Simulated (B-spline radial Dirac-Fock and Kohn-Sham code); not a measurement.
Compton profile of Ir⁵⁰⁺

System: Ir⁵⁰⁺, [Ar] 3d9.

The computed values come from an atomic code on a B-spline grid: the impulse approximation on Dirac-Fock orbitals of the configuration average with a finite nucleus. pz is in atomic units of momentum; subshell profiles are per electron, for a selection of subshells; open shells are spread over both j values by their weights.

| pz | J total | J 1s1/2 | J 2s1/2 | J 2p1/2 | J 3d5/2 |
| --- | --- | --- | --- | --- | --- |
| 0 | 0.8730 | 0.00962 | 0.0341 | 0.0166 | 0.0300 |
| 0.93 | 0.8696 | 0.00962 | 0.0339 | 0.0166 | 0.0300 |
| 1.3 | 0.8663 | 0.00962 | 0.0338 | 0.0166 | 0.0300 |
| 2 | 0.8570 | 0.00961 | 0.0334 | 0.0166 | 0.0300 |
| 2.8 | 0.8417 | 0.00959 | 0.0328 | 0.0166 | 0.0300 |
| 4.1 | 0.8064 | 0.00955 | 0.0314 | 0.0166 | 0.0299 |
| 5.9 | 0.7384 | 0.00948 | 0.0289 | 0.0166 | 0.0296 |
| 8.6 | 0.6093 | 0.00932 | 0.0240 | 0.0163 | 0.0276 |
| 12 | 0.4431 | 0.00905 | 0.0174 | 0.0156 | 0.0221 |
| 18 | 0.2375 | 0.00840 | 0.00806 | 0.0131 | 0.0105 |
| 26 | 0.1117 | 0.00731 | 0.00228 | 0.00882 | 0.00280 |
| 38 | 0.04369 | 0.00554 | 0.000856 | 0.00390 | 0.000362 |
| 55 | 0.01580 | 0.00342 | 0.000768 | 0.00111 | 2.84e-05 |
| 80 | 0.005226 | 0.00158 | 0.000386 | 0.000210 | 1.47e-06 |
| 120 | 0.001361 | 0.000489 | 0.000106 | 2.76e-05 | < 1e-6 |

J(0) = 0.8730. The 3p3/2 subshell gives the largest part, 21 %.

Mean momentum ⟨p⟩ by subshell (a.u.): 1s1/2 81.9, 2s1/2 29.4, 2p1/2 38.6, 2p3/2 33.7, 3s1/2 15.3, 3p1/2 18.2, 3p3/2 16.8, 3d3/2 20.1, 3d5/2 19.6.
